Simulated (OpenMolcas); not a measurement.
# Cu2+ in a point-charge field

Cu2+ among 6 point charges of -0.65 e arranged as a tetragonal octahedron (D4h), 1.69 Å from the ion, with the axial distance 1.893 Å.
```
   1.6900    0.0000    0.0000  -0.65
   0.0000    1.6900    0.0000  -0.65
  -1.6900    0.0000    0.0000  -0.65
   0.0000   -1.6900    0.0000  -0.65
   0.0000    0.0000    1.8928  -0.65
   0.0000    0.0000   -1.8928  -0.65
```

| Quantity | Value |
| --- | --- |
| Program | OpenMolcas |
| Method | SS-CASPT2, IPEA 0.25 Eh, imaginary shift 0.1 Eh (closed shells correlated: 3s 3p) |
| Basis | ANO-RCC-VTZP [6s5p3d2f1g] |
| Scalar Hamiltonian | DKH2, point nucleus |
| Active space | 9 electrons in 5 orbitals (3d) |
| State averaging | 2S+1 = 2 even, 5 roots |
| Spin-orbit coupling | RASSI with atomic mean-field integrals over the reference wave functions |

The lowest spin-free states (labels of D4, the rotations of D4h), above the lowest:

```
State  Degeneracy  E (cm-1)  Free-ion L (%)
  2B1           1         0         D (100)
  2A1           1      1900         D (100)
  2B2           1      2380         D (100)
   2E           2      3360         D (100)
```

The lowest levels with spin-orbit coupling:

| E (cm-1) | Degeneracy | Label | 2S+1 | g |
| --- | --- | --- | --- | --- |
| 0 | 2 | E3/2 | 2 | 2.11 2.11 3.95 |
| 1770 | 2 | E1/2 | 2 | 1.68 3.48 3.48 |
| 2380 | 2 | E3/2 | 2 | 1.09 2.29 2.29 |
| 3860 | 2 | E3/2 | 2 | 0.18 0.18 2.86 |
| 4500 | 2 | E1/2 | 2 | 0.32 1.47 1.47 |

Powder χT (cm3 K/mol): 0.768 at 2 K, 0.771 at 10 K, 0.785 at 50 K, 0.804 at 100 K, 0.841 at 200 K, 0.878 at 300 K. The effective moment at 300 K is 2.828 √(χT) = 2.65 μB.

The lowest level has 2S+1 = 2, for which the spin-only value is χT = S(S+1) / 2 = 0.375 cm3 K/mol (g = 2). The computed 0.878 at 300 K differs by +0.503, through orbital momentum, spin-orbit coupling and any other state in reach.

The ground term spreads over less than 5000 cm-1, several times less than with real ligands, so orbital moments are less quenched and χT lies further from the spin-only value than at real sites. Free-ion shares, where given, are those of the reference states; single-state CASPT2 does not remix them. Point charges carry no covalency, so the field is a model and not that of real ligands. No measured value stands beside these numbers.
